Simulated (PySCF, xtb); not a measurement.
C₂H₈N₂OSi, SMILES O[Si@H](/N=C\C)N.

GFN2-xTB in xtb at its own geometry gives an orbital gap of 3.04 eV and a dipole moment of 1.72 D.

Coordinates come from a PBE0-D3(BJ)/def2-SVP optimisation. The structure was generated by enumeration; whether it is a known compound was not checked. One conformer was computed; it need not be the lowest.

Problem. What does PBE/def2-TZVP run with PySCF give? (Estimate from the structure and the level; the computed values follow.)

Solution. gap 3.80 eV (levels -5.34 and -1.54 eV), dipole 1.59 D.
